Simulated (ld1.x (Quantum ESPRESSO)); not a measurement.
**chlorine (Cl): excitation energies, all-electron against PAW**

* Element: Cl (Z = 17)
* Generator: ld1.x (Quantum ESPRESSO) 7.5
* Type: PAW
* Functional: LDA (PZ)
* Relativity: scalar-relativistic
* Frozen core: [Ne]
* Valence charge: 7
* Reference configuration: 3s2 3p5
* Partial waves: 3s (bound): rcut 1.00, rcutus 1.35 bohr; 3s channel at 0.35 Ry: rcut 1.00, rcutus 1.35 bohr; 3p (bound): rcut 1.25, rcutus 1.45 bohr; 3p channel at 4.05 Ry: rcut 1.25, rcutus 1.45 bohr; 3d channel at 0.25 Ry: rcut 1.00, rcutus 1.30 bohr; 3d channel at 2.5 Ry: rcut 1.00, rcutus 1.30 bohr
* Local potential: all-electron potential smoothed inside 1.45 bohr (lloc = -1)
* Core correction: a·sin(br)/r model core inside 1.05 bohr
* Augmentation charge: PSQ, inside the norm-conserving radii

Energies are relative to the spin-unpolarised reference configuration 3s2 3p5; without spin polarisation the order of configurations can differ from experiment. Spin-polarised rows fill each open shell by Hund’s rule, majority spin first.

| valence configuration | charge | ΔE all-electron (eV) | error AE − PS (meV) |
| --- | --- | --- | --- |
| 3s2 3p4 | +1 | 13.972 | -1.8 |
| 3s2 3p2 | +3 | 77.895 | -31 |
| 3s1 3p5 | +1 | 26.566 | -2.2 |
| 3s2 3p1 | +4 | 130.265 | -91 |
| 3s1 3p6 | 0 | 12.048 | -0.4 |
| 3s2 3p4.5 | +0.5 | 5.634 | -0.6 |
| 3s2 3p5 (spin-polarised) | 0 | -0.186 | -0.1 |

Question: What are ΔE and the potential's error for 3s2 3p3?

Answer: ΔE = 39.500 eV all-electron; the error (AE − PS) is -8.4 meV.

Question: What are ΔE and the potential's error for 3s2 3p4 (spin-polarised)?

Answer: ΔE = 13.092 eV all-electron; the error (AE − PS) is -2.6 meV.

Levels in the configuration 3s2 3p4:

| level | all-electron (eV) | pseudo (eV) |
| --- | --- | --- |
| 3s | -32.062 | -32.064 |
| 3p | -19.512 | -19.513 |
